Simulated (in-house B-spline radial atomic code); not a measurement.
A run on Pr that did not converge. Method: Dirac-Kohn-Sham LC-wPBE, spherical fractional occupations, Fermi nucleus of rms radius 4.8919 fm; computed with an all-electron radial atomic-structure program (B-spline basis).

Command:
```bash
python run_scf.py task.json out
```
Settings (nuclear radius in fm, mass in u):
```
Z                59
configuration    [Xe] 4f3 6s2
hamiltonian      dirac
method           lc_wpbe
spin_polarised   False
nucleus          fermi
rms_radius       4.8919
atomic_mass      140.90766
speed_of_light   137.035999084
```

First and last ten iterations of the last attempt (damped for 15 steps, keeping 80 % of the old Fock matrix, then DIIS):
```
 iter        energy (Eh)    residual
    1       -9231.945243    5.75e-01
    2       -9232.705706    5.08e-01
    3       -9237.308246    3.26e-01
    4       -9239.578187    1.99e-01
    5       -9240.655252    1.20e-01
    6       -9241.147472    7.28e-02
    7       -9241.364908    4.71e-02
    8       -9241.458649    3.18e-02
    9       -9241.498933    2.56e-02
   10       -9241.516888    2.06e-02
  111       -9238.489207    1.37e-01
  112       -9241.529110    9.43e-03
  113       -9241.528809    9.59e-03
  114       -9238.469298    1.38e-01
  115       -9238.479807    1.38e-01
  116       -9238.479242    1.38e-01
  117       -9238.477819    1.38e-01
  118       -9238.480742    1.38e-01
  119       -9238.474540    1.38e-01
  120       -9238.471128    1.38e-01
 not converged after 120 iterations
```

The smallest residual met was 5.8e-03; the threshold is about 6e-07. No energy from this run should be used. Time taken, with all properties: 4.8 min on 1 thread of Arm Neoverse V2, on a shared host.
